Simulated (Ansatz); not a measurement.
CHO2 (SMILES [O]C=O) moved off its minimum; all values from Ansatz (a first-principles code), cores frozen in correlated methods. Open shells are unrestricted.
(charge 0, multiplicity 2)
```xyz
4

O      1.18216     0.04012     0.13909
C      0.01529     0.25730     0.03544
O     -1.20109    -0.35245     0.03375
H     -0.16766     1.38695     0.08702
```

Forces at r2SCAN/def2-TZVPP (eV/Å):

| atom | Fx | Fy | Fz |
|---|---|---|---|
| O1 | 0.731 | -0.883 | -0.261 |
| C2 | -3.824 | -0.909 | 0.763 |
| O3 | 3.948 | 2.104 | -0.230 |
| H4 | -0.855 | -0.313 | -0.272 |

Task: Give the forces (eV/Å), the total energy and the dipole at CCSD(T)/cc-pVTZ.

Result: 
```json
[
 {"atom": "O1", "Fx": "0.666", "Fy": "-1.544", "Fz": "-0.268"},
 {"atom": "C2", "Fx": "-2.362", "Fy": "0.839", "Fz": "0.812"},
 {"atom": "O3", "Fx": "2.894", "Fy": "1.290", "Fz": "-0.209"},
 {"atom": "H4", "Fx": "-1.198", "Fy": "-0.585", "Fz": "-0.335"}
]
```
Energy -188.7978 hartree, dipole 1.43 D.
